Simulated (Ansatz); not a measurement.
Basis-set extrapolation for C₃H₂F₄, SMILES `FC(F)=CC(F)F` (PBE0-D4/def2-TZVP geometry, frozen core, Ansatz). Multiplicity 1, RHF reference.

```csv
,def2-TZVPP,def2-QZVPP
HF,-512.714648,-512.736743
MP2 correlation,-1.457379,-1.585029
CCSD(T) correlation,-1.524653,not run
```

Energies in hartree. Use E(X) = E(∞) + A·exp(−7.88·√X) for Hartree–Fock and E(X) = E(∞) + B·X^(−2.97) for correlation, with X = 3 and 4, and add CCSD(T) minus MP2 of the smaller set to the MP2 limit.

Task: What is the CCSD(T) energy at the basis-set limit?

Result: HF limit: -512.736743 + (-0.022095) × 0.13774 = -512.73979. MP2 limit: -1.585029 + (-0.127650) × 0.74074 = -1.67958. Higher-order term: -1.524653 − (-1.457379) = -0.06727. Total: -514.48664 hartree, 155.2 kcal/mol below CCSD(T)/def2-TZVPP.
